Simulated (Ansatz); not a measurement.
Results of the Gaussian-basis code of Ansatz.

`[OH][Hf]([OH])([OH])[F]` at its PBE0-D4/def2-TZVP geometry, where that method's forces vanish. The species carries charge 0 and has multiplicity 1. Hf: def2 effective core potential.

```tsv
atom	x (Å)	y (Å)	z (Å)
O1	1.449	-0.674	0.913
Hf2	0.184	0.137	-0.287
O3	-1.065	-1.172	-0.938
O4	-0.743	1.579	0.585
F5	1.147	0.856	-1.789
H6	1.917	-1.325	1.425
H7	-1.880	-1.615	-1.148
H8	-1.010	2.214	1.241
```

Problem. For each bond, give half the difference of the two atoms' forces along it (eV/Å; positive pushes the atoms apart) under PBE-D4, r2SCAN-D4, B3LYP-D4, ωB97M-V in def2-TZVPP. (Estimate.)

Solution. The calculation gave: 
| bond | length (Å) | PBE-D4 | r2SCAN-D4 | B3LYP-D4 | ωB97M-V |
| --- | --- | --- | --- | --- | --- |
| O1–Hf2 | 1.923 | -0.07 | 0.06 | 0.12 | 0.11 |
| O1–H6 | 0.951 | 0.33 | -0.02 | -0.08 | -0.11 |
| Hf2–O3 | 1.923 | -0.07 | 0.06 | 0.12 | 0.11 |
| Hf2–O4 | 1.923 | -0.07 | 0.06 | 0.12 | 0.11 |
| Hf2–F5 | 1.923 | 0.17 | -0.01 | 0.10 | 0.00 |
| O3–H7 | 0.951 | 0.33 | -0.02 | -0.08 | -0.11 |
| O4–H8 | 0.951 | 0.33 | -0.02 | -0.08 | -0.11 |

B3LYP here is the variant with VWN-RPA as its local correlation; programs differ in this.
